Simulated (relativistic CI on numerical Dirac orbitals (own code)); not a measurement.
**One change at a time: F IX**

Base calculation: Dirac-Coulomb-Breit CI, separate exchange-only KLI orbitals for each configuration, QED by a radiative potential.

Configuration list: 1s, 2s, 2p, 3s, 3p, 3d, 4s, 4p, 4d, 4f, 5s, 5p, 5d, 5f, 5g, 6s, 6p, 6d. Levels of other configurations are missing.

The lowest level and the first level of each name with at least 55 % of one term (blank where a level has no safe partner in the second run):

```
     Level  Base (eV)  Shift (eV)
 1s 2S_1/2       0.00        0.00
2p 2P°_1/2     827.24       -0.72
 2s 2S_1/2     827.25       -0.73
2p 2P°_3/2     827.54       -1.01
3p 2P°_1/2     980.54       -0.96
 3s 2S_1/2     980.54       -0.96
 3d 2D_3/2     980.63       -1.04
3p 2P°_3/2     980.63       -1.04
 3d 2D_5/2     980.65       -1.07
4p 2P°_1/2    1034.18       -1.03
 4s 2S_1/2    1034.18       -1.03
 4d 2D_3/2    1034.22       -1.07
4p 2P°_3/2    1034.22       -1.07
4f 2F°_5/2    1034.23       -1.08
```

One thing was changed in a second run, which moved the levels as shown. Which?
A. configuration mixing switched off
B. Breit term removed
C. non-relativistic limit
D. QED terms removed

C. Non-relativistic limit. Without relativity the fine structure collapses and s electrons lose their extra binding.
